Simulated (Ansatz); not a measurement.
Ideal-gas functions of CH6BGa, SMILES `B[CH2][GaH2]` at 500 K and 1 bar, from an Ansatz frequency run at PBE0-D4/def2-TZVP.

Molar mass 98.59 g/mol, point group C1 (symmetry number 1), electronic degeneracy 1, moments of inertia 23.013, 117.868, 126.394 u Å². Harmonic wavenumbers (cm⁻¹, unscaled): 23, 158, 248, 468, 502, 575, 676, 749, 881, 908, 1012, 1066, 1085, 1260, 1427, 1977, 1985, 2556, 2626, 3062, 3150.

Use S(trans) = R[1.5 ln M + 2.5 ln T − 1.1517]; rotational temperatures θ = 24.2544 K / I; S(rot) = R[ln(√π/σ · √(T³/θAθBθC)) + 1.5]; for each mode x = 1.438777 ν̃/T, S = R[x/(eˣ − 1) − ln(1 − e⁻ˣ)] and H = RT x/(eˣ − 1); 1 cm⁻¹ = 0.0119627 kJ/mol; R = 8.31446 J/(mol·K).

By hand: the entropy, in J/(mol·K).

Translation 176.9. Rotation: θ = 1.0539, 0.2058, 0.1919 K, giving 108.0. Vibration, mode by mode: 30.89, 14.94, 11.29, 6.44, 5.94, 5.02, 3.98, 3.37, 2.50, 2.35, 1.86, 1.64, 1.57, 1.05, 0.71, 0.19, 0.19, 0.04, 0.04, 0.01, 0.01, in all 94.0. Electronic 0.0. Sum 378.9 J/(mol·K).

By hand: H − E and G − E in kJ/mol, counted from the electronic energy.

Zero-point energy ½ × 26394 × 0.0119627 = 157.9; thermal vibration 22.7; translation, rotation and pV give 4 RT = 16.6. H − E = 197.2 kJ/mol, and G − E = 197.2 − 500 × 378.9/1000 = 7.8 kJ/mol.

Vibration gives 25 % of the entropy, 30.9 J/(mol·K) of it from the mode under 150 cm⁻¹: soft modes count most, and the harmonic formula is weakest for them. The sum counts one conformer and one mirror image; others add a mixing term.
